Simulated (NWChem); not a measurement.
System: ZrO$_{2}$; SMILES [O]=[Zr]=[O]

Here is an NWChem input.

```
start job
memory heap 200 mb stack 900 mb global 1100 mb
geometry units angstroms noautoz
  Zr     0.000000     0.000000     0.283689
  O      1.425531     0.000000    -0.750882
  O     -1.425531     0.000000    -0.750882
end
basis spherical
  Zr library def2-svp
  O library def2-svp
end
ecp
  Zr library def2-ecp
end
dft
  xc mn15
  grid fine
  iterations 150
  mulliken
end
task dft gradient
```

Output (shortened):

```
             Northwest Computational Chemistry Package (NWChem) 7.3.0
             --------------------------------------------------------

 C2V symmetry detected

                             Geometry "geometry" -> ""
                             -------------------------

 Output coordinates in angstroms (scale by  1.889725989 to convert to a.u.)

  No.       Tag          Charge          X              Y              Z
 ---- ---------------- ---------- -------------- -------------- --------------
    1 Zr                  40.0000     0.00000000     0.00000000     0.29559171
    2 O                    8.0000     1.42553100     0.00000000    -0.73897929
    3 O                    8.0000    -1.42553100     0.00000000    -0.73897929

 Effective nuclear repulsion energy (a.u.)     204.1556752489

      Symmetry information
      --------------------

 Group name             C2v
 Group number             16
 Group order               4
 No. of unique centers     2

                                 NWChem DFT Module
                                 -----------------

 Summary of "ao basis" -> "ao basis" (spherical)
 ------------------------------------------------------------------------------
       Tag                 Description            Shells   Functions and Types
 ---------------- ------------------------------  ------  ---------------------
 Zr                         def2-svp                11       31   5s3p2d1f
 O                          def2-svp                 6       14   3s2p1d

      Symmetry analysis of basis
      --------------------------

        a1         24
        a2          7
        b1         17
        b2         11

            General Information
            -------------------
          SCF calculation type: DFT
          Wavefunction type:  closed shell.
          No. of atoms     :     3
          No. of electrons :    28
           Alpha electrons :    14
            Beta electrons :    14
          Charge           :     0
          Spin multiplicity:     1
          Use of symmetry is: on ; symmetry adaption is: on
          Maximum number of iterations: 150
          AO basis - number of functions:    59
                     number of shells:    23
          Convergence on energy requested:  1.00D-06
          Convergence on density requested:  1.00D-05
          Convergence on gradient requested:  5.00D-04

              XC Information
              --------------
                         MN15 Method XC Functional
                     Hartree-Fock (Exact) Exchange  0.440
                          MN15 Exchange Functional  1.000
                        MN15 Correlation Potential  1.000

             Grid Information
             ----------------
          Grid used for XC integration:  fine
          Radial quadrature: Mura-Knowles
          Angular quadrature: Lebedev.
          Tag              B.-S. Rad. Rad. Pts. Rad. Cut. Ang. Pts.
          ---              ---------- --------- --------- ---------
          Zr                  1.55      141          10.0       974
          O                   0.60       70           8.0       590
          Grid pruning is: on
          Number of quadrature shells:   211
          Spatial weights used:  Erf1

      Superposition of Atomic Density Guess
      -------------------------------------

 Sum of atomic energies:        -202.88179242

      Non-variational initial energy
      ------------------------------

 Total energy =    -195.528896
 1-e energy   =    -421.120396
 2-e energy   =     156.029601
 HOMO         =      -0.458083
 LUMO         =      -0.143209

      Symmetry analysis of molecular orbitals - initial
      -------------------------------------------------

  Numbering of irreducible representations:

     1 a1          2 a2          3 b1          4 b2

  Orbital symmetries:

     1 a1          2 b1          3 a1          4 b1          5 a1
     6 b2          7 a1          8 b1          9 a1         10 a2
    11 b1         12 b2         13 a1         14 b1         15 a1
    16 b2         17 a1         18 b1         19 b2         20 a2
    21 a1         22 a1         23 b1         24 a1

     ---------------------------------------------
      Total Density - Mulliken Population Analysis
     ---------------------------------------------

    Atom       Charge   Shell Charges
 -----------   ------   -------------------------------------------------------
    1 Zr  12     9.40  -0.47  1.58  0.91  0.12  0.01  5.83  0.26  0.05  0.88  0.11  0.12
    2 O    8     9.30   1.99  1.17  0.73  3.34  2.06  0.01
    3 O    8     9.30   1.99  1.17  0.73  3.34  2.06  0.01

   convergence    iter        energy       DeltaE   RMS-Dens  Diis-err
 ---------------- ----- ----------------- --------- --------- ---------
 d= 0,ls=0.0,diis     1   -196.6271531765 -2.66D+02  8.86D-02  4.02D+00
 d= 0,ls=0.0,diis     2   -186.0343046980  1.06D+01  7.82D-02  7.67D+01
 d= 0,ls=0.0,diis     3   -197.1559980401 -1.11D+01  4.53D-03  1.58D-01
 d= 0,ls=0.0,diis     4   -197.1673501055 -1.14D-02  1.61D-03  2.47D-02
 d= 0,ls=0.0,diis     5   -197.1696756161 -2.33D-03  5.92D-04  7.46D-03
  Resetting Diis
 d= 0,ls=0.0,diis     6   -197.1703698072 -6.94D-04  2.19D-04  4.05D-04
 d= 0,ls=0.0,diis     7   -197.1704144750 -4.47D-05  3.29D-05  8.66D-07
 d= 0,ls=0.0,diis     8   -197.1704146806 -2.06D-07  1.47D-05  1.25D-06
 d= 0,ls=0.0,diis     9   -197.1704147834 -1.03D-07  1.02D-05  4.53D-07
 d= 0,ls=0.0,diis    10   -197.1704148531 -6.97D-08  9.11D-06  1.81D-08

         Total DFT energy =     -197.170414853100
      One electron energy =     -426.000996986945
           Coulomb energy =      182.174912827102
    Exchange-Corr. energy =      -22.906229764936
 Nuclear repulsion energy =       69.561899071679

 Numeric. integr. density =       27.999999755954

                  Occupations of the irreducible representations
                  ----------------------------------------------

                     irrep           alpha         beta
                     --------     --------     --------
                     a1                6.0          6.0
                     a2                1.0          1.0
                     b1                5.0          5.0
                     b2                2.0          2.0

                       DFT Final Molecular Orbital Analysis
                       ------------------------------------

 Vector   12  Occ=2.000000D+00  E=-3.158302D-01  Symmetry=b2
              MO Center=  2.6D-13, -2.9D-15, -5.9D-01, r^2= 2.5D+00
   Bfn.  Coefficient  Atom+Function         Bfn.  Coefficient  Atom+Function
  ----- ------------  ---------------      ----- ------------  ---------------
    36      0.391550  2 O  py                50      0.391550  3 O  py
    16     -0.307432  1 Zr d -1              39      0.270083  2 O  py
    53      0.270083  3 O  py                 7     -0.179035  1 Zr py
    10      0.102977  1 Zr py                21     -0.086293  1 Zr d -1
    13      0.073755  1 Zr py                25      0.043433  1 Zr f -3

 Vector   13  Occ=2.000000D+00  E=-2.984645D-01  Symmetry=a1
              MO Center=  5.0D-14,  6.0D-16, -5.5D-01, r^2= 2.8D+00
   Bfn.  Coefficient  Atom+Function         Bfn.  Coefficient  Atom+Function
  ----- ------------  ---------------      ----- ------------  ---------------
    35      0.406101  2 O  px                49     -0.406101  3 O  px
     2      0.288280  1 Zr s                 19     -0.263193  1 Zr d  2
    38      0.257686  2 O  px                52     -0.257686  3 O  px
     4     -0.238941  1 Zr s                 17     -0.221296  1 Zr d  0
     8     -0.177515  1 Zr pz                 1      0.125543  1 Zr s

 Vector   14  Occ=2.000000D+00  E=-2.707237D-01  Symmetry=b1
              MO Center=  4.1D-14, -2.5D-16, -7.0D-01, r^2= 2.6D+00
   Bfn.  Coefficient  Atom+Function         Bfn.  Coefficient  Atom+Function
  ----- ------------  ---------------      ----- ------------  ---------------
    37      0.444134  2 O  pz                51     -0.444134  3 O  pz
    40      0.313592  2 O  pz                54     -0.313592  3 O  pz
     6     -0.236858  1 Zr px                18      0.108045  1 Zr d  1
     9      0.085127  1 Zr px                35      0.083970  2 O  px
    49      0.083970  3 O  px                38      0.079485  2 O  px

 Vector   15  Occ=0.000000D+00  E=-7.094756D-02  Symmetry=a1
              MO Center= -6.1D-15, -8.8D-15,  1.2D+00, r^2= 4.4D+00
   Bfn.  Coefficient  Atom+Function         Bfn.  Coefficient  Atom+Function
  ----- ------------  ---------------      ----- ------------  ---------------
     4      0.543439  1 Zr s                  5      0.476459  1 Zr s
     2     -0.331140  1 Zr s                 19     -0.305707  1 Zr d  2
    14      0.288760  1 Zr pz                 3     -0.254285  1 Zr s
     8     -0.198737  1 Zr pz                11      0.180358  1 Zr pz
     1     -0.163329  1 Zr s                 24     -0.098837  1 Zr d  2

[...]

                         DFT ENERGY GRADIENTS

    atom               coordinates                        gradient
                 x          y          z           x          y          z
   1 Zr      0.000000   0.000000   0.558587    0.000000   0.000000   0.001377
   2 O       2.693863   0.000000  -1.396468    0.000084   0.000000  -0.000688
   3 O      -2.693863   0.000000  -1.396468   -0.000084   0.000000  -0.000688
```

Level: MN15/def2-SVP with def2 effective core potentials on Zr. Structure relaxed at the PBE0/def2-SVP level. def2 effective core potentials on Zr; no spin-orbit coupling.
